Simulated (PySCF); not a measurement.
Compound: GeMe3(NHMe), C₄H₁₃GeN.
Z-matrix (Å and degrees, PBE0-D3(BJ)/def2-SVP geometry), rows numbered from 1:
```
Ge
C   1  1.9509
H   2  1.0998  1  110.30
H   2  1.1004  1  110.40  3  -120.04
H   2  1.1002  1  111.11  3   120.23
C   1  1.9612  2  109.45  3  -175.54
H   6  1.1010  1  111.01  2   -61.51
H   6  1.1006  1  110.62  2   178.37
H   6  1.1006  1  110.64  2    58.47
C   1  1.9499  2  111.59  3    62.07
H  10  1.1005  1  111.05  2   177.55
H  10  1.1002  1  110.42  2    57.71
H  10  1.0999  1  110.31  2   -62.18
N   1  1.8461  2  107.29  3   -53.71
C  14  1.4427  1  120.63  2   -62.31
H  14  1.0156  1  113.45  2   160.42
H  15  1.1109 14  115.38  1   -72.96
H  15  1.1026 14  109.92  1    47.67
H  15  1.1040 14  111.16  1   164.89
```

Lines to be assigned: C 1s: 289.82 (area 3), 291.16 (area 1) eV; N 1s: 403.65 eV.

Method used: PySCF, delta-SCF UKS SCAN, pcX-2 on the ionised atom, pcseg-1 elsewhere, spin-free X2C. Isolated species at its PBE0-D3(BJ)/def2-SVP geometry, gas phase.

Assign the C 1s lines to atoms.

289.82 eV: C2/C6/C10 (carbon bonded to Ge and 3 H); 291.16 eV: C15 (carbon bonded to N and 3 H). Lowest listed C 1s: C2/C6/C10, bonded to 3 H and Ge. Highest, 1.34 eV above it: C15, bonded to N and 3 H.

Bonded neighbours of each site: C2/C6/C10: 3 H and Ge; N14: C, H and Ge; C15: N and 3 H.

Give the binding energy of N 1s of N14 in hartree and in kJ/mol.

403.65 eV = 14.8339 Eh = 38946 kJ/mol.

One atom of each set of topologically equivalent atoms was ionised and stands for the set; in this conformer not all members are related by symmetry, and their own values weren't computed. No level of germanium is listed.
